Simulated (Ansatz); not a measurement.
Geometry optimisation, Ansatz, UKS PBE-D4/6-31G*.

input.yaml

```yaml
crystal:
  periodic: [false, false, false]
  atoms:
    - { symbol: B, position_ang: [-0.2566, -1.89065, 0.59252] }
    - { symbol: C, position_ang: [-0.52102, -0.6573, -0.00285] }
    - { symbol: C, position_ang: [0.44113, 0.50475, 0.0201] }
    - { symbol: F, position_ang: [-1.67883, -0.33705, -0.67238] }
    - { symbol: H, position_ang: [0.6738, 0.8039, -1.00133] }
    - { symbol: H, position_ang: [-0.01648, 1.3499, 0.53265] }
    - { symbol: H, position_ang: [0.4572, -2.59585, 1.19425] }
magnetization:
  spin_polarized: true
  initial_magnetization: 1
basis:
  gaussian: { orbitals: "6-31G*" }
hamiltonian:
  xc: pbe
  dispersion: d4
relax:
  f_tol: 0.02
  max_steps: 50
output:
  orbitals: {}
```

Command:

```bash
$ ansatz run input.yaml --threads 2 --pin off --max-ram 3072MiB --backend cpu --events-out ev --progress --plain --runs-dir out
```

**Question.** Where does it end, and by what steps?

**Answer.** The run converged. After 20 steps the energy has fallen by 1.747 eV; H6 moved furthest, 1.21 Å.

| step | energy less start (eV) | largest force component (eV/Å) | accepted |
| --- | --- | --- | --- |
| 0 | 0.0000 | 2.125 | yes |
| 1 | -0.4586 | 1.138 | yes |
| 2 | -0.7395 | 1.744 | yes |
| 3 | -1.0862 | 1.819 | yes |
| 4 | -1.3705 | 1.323 | yes |
| 5 | -1.5537 | 0.717 | yes |
| 6 | -1.5855 | 0.641 | yes |
| 7 | -1.5995 | 0.131 | yes |
| 8 | -1.6115 | 0.324 | yes |
| 9 | -1.6144 | 1.404 | yes |
| 10 | -1.6824 | 0.653 | yes |
| 11 | -1.7310 | 0.291 | yes |
| 12 | -1.7269 | 0.305 | no |
| 13 | -1.7324 | 0.556 | yes |
| 14 | -1.7334 | 0.405 | yes |
| 15 | -1.7303 | 0.350 | no |
| 16 | -1.7457 | 0.098 | yes |
| 17 | -1.7407 | 0.233 | no |
| 18 | -1.7472 | 0.026 | yes |
| 19 | -1.7474 | 0.025 | yes |
| 20 | -1.7474 | 0.010 | yes |

```xyz
7
Properties=species:S:1:pos:R:3
B -0.225 -1.877 0.547
C -0.641 -0.606 -0.161
C 0.167 0.485 -0.079
F -1.609 -0.632 -1.120
H 0.158 1.274 -0.842
H 0.883 0.573 0.741
H 0.366 -2.039 1.577
```

Time of the run: 24 s on 2 threads of Intel(R) Xeon(R) Platinum 8488C (Sapphire Rapids) (shared host), peak memory 0.17 GiB.
